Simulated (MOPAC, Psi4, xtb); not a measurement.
Approach curve of the dimer CF4 ··· F- (SMILES FC(F)(F)F and [F-]) (charge -1), singlet. Monomers: optimised at B3LYP-D3(BJ) (def2-TZVP), held rigid. Orientation: lowest of the rigid-body minima from ten starts at GFN2-xTB. The monomers approach along the line of their centres of mass (distance R); nothing else relaxes. The table gives interaction energies.

```csv
R / Å,A,B,C
1.92,252.04,26.53,117.86
2.12,115.72,-22.17,30.95
2.35,36.57,-20.40,-6.06
2.54,5.80,-14.95,-14.52
2.72,-8.14,-14.41,-15.49
2.96,-15.15,-15.35,-13.39
3.21,-16.11,-14.44,-10.60
3.54,-13.92,-11.42,-7.63
4.05,-9.48,-7.20,-4.69
4.74,-5.36,-3.99,-2.53
5.74,-2.49,-1.94,-1.12
7.07,-1.07,-0.88,-0.44
```

Energies in kJ/mol.

### Question
Which curve belongs to which method? The methods are GFN1-xTB (xtb); DF-MP2/aug-cc-pVDZ, frozen core, counterpoise-corrected (Psi4); PM6, restricted, heats of formation (MOPAC 23.2.5).

### Answer
A is MP2/aug-cc-pVDZ; B is PM6; C is GFN1-xTB.
